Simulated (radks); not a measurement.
Results of a calculation; reference values are marked as such.
Spherical quantum dot in the effective-mass picture: electrons in a hard-walled sphere of radius 2.77, all in effective atomic units (hartree* = m*/eps^2 hartree, bohr* = eps/m* bohr), one dielectric constant everywhere. Level of theory: non-relativistic Kohn-Sham, LDA (Slater exchange, Perdew-Wang correlation), spin-polarised, spherical densities (a radial shooting solver with Libxc functionals). Levels are named by radial order and angular momentum (1s, 1p, 1d, 2s, ...), and open shells are averaged over m.

N = 8, configuration 1s2 1p6. This is the lowest configuration that the search found. Occupied and some empty levels:

| level | occupation | eigenvalue (hartree*) | <r> (bohr*) |
|---|---|---|---|
| 1s | 2 | 4.4613 | 1.611 |
| 1p | 6 | 4.9479 | 1.770 |
| 1d | 0 | 5.6687 | 1.879 |
| 2s | 0 | 6.4661 | 1.308 |
| 1f | 0 | 6.5913 | 1.960 |

Energy (hartree*): total 22.9805, kinetic 9.7634, external 0, Hartree 16.703, exchange-correlation -3.4863. Static polarisability (adiabatic kernel): 6.403 bohr*^3.
